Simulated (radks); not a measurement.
Values are calculated unless marked as measured or tabulated.
Effect of the nuclear size on the neon ion Ne+, [He] 2s2 2p5. Level of theory: Dirac Kohn-Sham, exchange-only LDA, spin-unpolarised, spherical densities, finite nucleus; open shells fill j = l - 1/2 first; Fermi nuclear charge, rms radius 3.0055 fm (a radial shooting solver on a logarithmic mesh with Libxc functionals). The rms radius is varied about that value; shifts are against it.

\begin{tabular}{lrrr}
rms radius (fm) & total energy shift (eV) & density at nucleus (e/bohr^3) & 1s1/2 shift (meV) \\ \hline
2.5036 & -0.000361 & 642.5 & -0.148 \\
2.8943 & -0.0000856 & 641.8 & -0.035 \\
3.0055 & 0 & 641.6 & 0.000 \\
3.2189 & 0.000173 & 641.3 & 0.071 \\
3.4563 & 0.000380 & 641 & 0.155 \\
\end{tabular}

Slopes of the eigenvalues against <r^2> in GHz/fm^2, as finite differences over the two radii next to the reference (eigenvalue slopes, not the field-shift constants of lines): 1s1/2 12.9.
